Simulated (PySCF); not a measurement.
## F⁻ (fluorine, charge -1) across methods

[Ne], closed-shell 1S. Computed with PySCF 2.14 in def2-QZVPPD (8s5p4d2f1g, 66 functions), with no relativity, point nucleus.

```json
{"method": "HSE06", "E (hartree)": "-99.8106", "mean ε 1s (eV)": "-661.63", "mean ε 2s (eV)": "-19.524", "mean ε 2p (eV)": "0.207", "Σ⟨r²⟩ (bohr²)": "17.69", "⟨S²⟩": "0.000"}
{"method": "PBE0", "E (hartree)": "-99.8005", "mean ε 1s (eV)": "-662.01", "mean ε 2s (eV)": "-19.976", "mean ε 2p (eV)": "-0.201", "Σ⟨r²⟩ (bohr²)": "17.70", "⟨S²⟩": "0.000"}
{"method": "TPSSh", "E (hartree)": "-99.8921", "mean ε 1s (eV)": "-657.46", "mean ε 2s (eV)": "-18.586", "mean ε 2p (eV)": "0.783", "Σ⟨r²⟩ (bohr²)": "18.08", "⟨S²⟩": "0.000"}
{"method": "PW91", "E (hartree)": "-99.8789", "mean ε 1s (eV)": "-648.93", "mean ε 2s (eV)": "-16.806", "mean ε 2p (eV)": "1.365", "Σ⟨r²⟩ (bohr²)": "18.85", "⟨S²⟩": "0.000"}
{"method": "PBE", "E (hartree)": "-99.8102", "mean ε 1s (eV)": "-648.54", "mean ε 2s (eV)": "-16.807", "mean ε 2p (eV)": "1.406", "Σ⟨r²⟩ (bohr²)": "18.92", "⟨S²⟩": "0.000"}
{"method": "UHF", "E (hartree)": "-99.45913", "mean ε 1s (eV)": "-702.87", "mean ε 2s (eV)": "-29.241", "mean ε 2p (eV)": "-4.924", "Σ⟨r²⟩ (bohr²)": "16.02", "⟨S²⟩": "0.000"}
{"method": "LDA", "E (hartree)": "-99.2662", "mean ε 1s (eV)": "-644.11", "mean ε 2s (eV)": "-16.569", "mean ε 2p (eV)": "1.227", "Σ⟨r²⟩ (bohr²)": "18.79", "⟨S²⟩": "0.000"}
{"method": "wB97M-V", "E (hartree)": "-99.8737", "mean ε 1s (eV)": "-665.68", "mean ε 2s (eV)": "-22.838", "mean ε 2p (eV)": "-2.823", "Σ⟨r²⟩ (bohr²)": "17.91", "⟨S²⟩": "0.000"}
{"method": "r2SCAN", "E (hartree)": "-99.8545", "mean ε 1s (eV)": "-654.42", "mean ε 2s (eV)": "-18.138", "mean ε 2p (eV)": "1.232", "Σ⟨r²⟩ (bohr²)": "17.95", "⟨S²⟩": "0.000"}
```

The outer electron is barely bound at this level, so radii and moments hang on the diffuse functions.

The highest occupied level is positive at HSE06, TPSSh, PW91, PBE, LDA, r2SCAN: only the finite basis holds that electron, which in a density functional comes from self-interaction.
